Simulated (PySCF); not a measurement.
B(Br)3 cation (BBr₃), SMILES BrB(Br)Br (connectivity only; charge and spin as stated), charge +1, multiplicity 2.

Geometry optimised at PBE-D3(BJ)/def2-SVP. The spin state was assumed, not searched. The isomer is the one that the SMILES or the coordinates give; other isomers of the formula were not compared.

Method: PySCF with ωB97X/def2-TZVP.

The molecule is in vacuum.

Computed frontier levels, dipole moment and polarisability:
```
Quantity                                                             Value
------------------------------------------------  ------------------------
α spin, highest occupied and lowest empty level        -17.03 and -5.40 eV
β spin, highest occupied and lowest empty level       -16.18 and -10.82 eV
dipole moment about the centre of nuclear charge                    0.00 D
mean static polarisability                          166.9 bohr³ (24.73 Å³)
polarisability, principal values                  44.3, 228.2, 228.2 bohr³
⟨S²⟩                                               0.759 (pure state 0.75)
```
